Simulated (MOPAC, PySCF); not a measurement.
H₄GeO, SMILES `[OH][GeH3]`, neutral singlet in the gas phase. 

Z-matrix (Å, degrees):
```
Ge
O 1 1.7847
H 2 0.9595 1 113.05
H 1 1.5308 2 104.19 3 179.84
H 1 1.5407 4 111.53 2 -118.39
H 1 1.5407 4 111.53 5 -123.23
```
Charge 0, spin multiplicity 1.

All levels are single points at this geometry (PBE0-D4/def2-TZVPD); Pople sets use spherical d functions. Orbital energies aren't observables, and empty levels follow the basis.

B3LYP-D3(BJ)/def2-TZVPD in PySCF gives HOMO (eV) = -8.24.

**Question.** Estimate the HOMO (eV) from each of these levels: PBE-D3(BJ)/def2-TZVPD in PySCF; PBE0-D4/def2-TZVPD in PySCF; B3LYP/3-21G in PySCF; B3LYP/6-31G* in PySCF; B3LYP/LANL2DZ in PySCF; BP86/6-31G* in PySCF; M06-2X/6-31G* in PySCF; HF/3-21G in PySCF; HF/6-31G* in PySCF; HF/STO-3G in PySCF; PM6 in MOPAC; PM7 in MOPAC.

**Answer.** 
| level | HOMO (eV) |
|---|---|
| PBE-D3(BJ)/def2-TZVPD in PySCF | -6.89 |
| PBE0-D4/def2-TZVPD in PySCF | -8.47 |
| B3LYP/3-21G in PySCF | -7.35 |
| B3LYP/6-31G* in PySCF | -7.80 |
| B3LYP/LANL2DZ in PySCF | -7.96 |
| BP86/6-31G* in PySCF | -6.52 |
| M06-2X/6-31G* in PySCF | -9.70 |
| HF/3-21G in PySCF | -11.91 |
| HF/6-31G* in PySCF | -12.11 |
| HF/STO-3G in PySCF | -9.15 |
| PM6 in MOPAC | -10.48 |
| PM7 in MOPAC | -10.56 |
